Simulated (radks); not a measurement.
Values are calculated unless marked as measured or tabulated.
These are the eigenvalues of the occupied orbitals of an atom or ion with whole-number occupations (eV). Code: a radial shooting solver on a logarithmic mesh with Libxc functionals. Model: scalar-relativistic Kohn-Sham, PBE, spin-unpolarised, spherical densities, point nucleus.

orbital  eigenvalue
1s        -64636.10

Which element is it, and in what charge state? The configuration may be excited.

Answer. Z = 67, holmium, charge +66: Ho66+ in 1s1. The 1s level, -2375.3 hartree, gives Z - s = 68.9 by -(Z - s)^2/2, which with screening and relativity narrows Z to a few neighbours, and the depths must fix Z and the occupations together.
